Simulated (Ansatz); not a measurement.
`CN[SiH](S)Cl` and `CN[SiH](Cl)OC` differ in one atom or group.

Ansatz, PBE0-D4/def2-TZVP geometries, multiplicity 1. Each molecule was computed in one conformer, which needn't be the lowest.

| property | `CN[SiH](S)Cl` |
| --- | --- |
| LUMO energy (B3LYP/def2-TZVPP) / eV | -0.09 |
| HOMO energy (PBE0/def2-TZVPP) / eV | -7.43 |
| HOMO energy (B3LYP/def2-TZVPP) / eV | -7.19 |
| size of the dipole moment (ωB97M-V/def2-TZVPP) / D | 1.64 |
| HOMO–LUMO gap (PBE0/def2-TZVPP) / eV | 7.57 |
| HOMO energy (PBE/def2-TZVPP) / eV | -6.06 |

Q: What does the change do to each property? (An estimate is asked.)

A: The calculation gave: 
| property | `CN[SiH](Cl)OC` | shift |
| --- | --- | --- |
| LUMO energy (B3LYP/def2-TZVPP) / eV | 0.58 | 0.67 |
| HOMO energy (PBE0/def2-TZVPP) / eV | -7.18 | 0.25 |
| HOMO energy (B3LYP/def2-TZVPP) / eV | -6.93 | 0.26 |
| size of the dipole moment (ωB97M-V/def2-TZVPP) / D | 1.14 | -0.50 |
| HOMO–LUMO gap (PBE0/def2-TZVPP) / eV | 8.02 | 0.45 |
| HOMO energy (PBE/def2-TZVPP) / eV | -5.79 | 0.27 |

With PBE0 the HOMO rises by 0.25 eV and the LUMO rises by 0.70 eV, so the gap widens by about 0.45 eV. PBE moves the HOMO by 0.27 eV and ωB97M-V by 0.24 eV. Dipoles are sizes alone; their direction can turn.

B3LYP here is the variant with VWN-RPA as its local correlation; programs differ in this.
